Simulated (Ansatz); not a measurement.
VH₄. Total charge 0; doublet. Geometry PBE0-D4/def2-TZVP; atoms count from 1.

Cartesian coordinates in Å:
```
V 0.0000 0.0000 0.0000
H 1.2668 -0.0376 -1.0310
H 0.0014 1.5546 0.5026
H 0.1398 -1.0703 1.2265
H -1.4080 -0.4467 -0.6981
```

Problem. Estimate the Mulliken populations from the PBE0/def2-TZVP orbitals of Ansatz.

Solution. 
```tsv
atom	charge (e)	spin (α − β)	d electrons
V1	0.46	1.38	3.31
H2	-0.12	-0.09	–
H3	-0.12	-0.09	–
H4	-0.12	-0.09	–
H5	-0.12	-0.09	–
```
Mulliken values depend strongly on the basis.

Problem. Where does the spin sit?

Solution. Summed by element: V 1.38, H -0.38, of 1 unpaired in all. Largest on single atoms: V1 1.38, H2 -0.09, H3 -0.09.
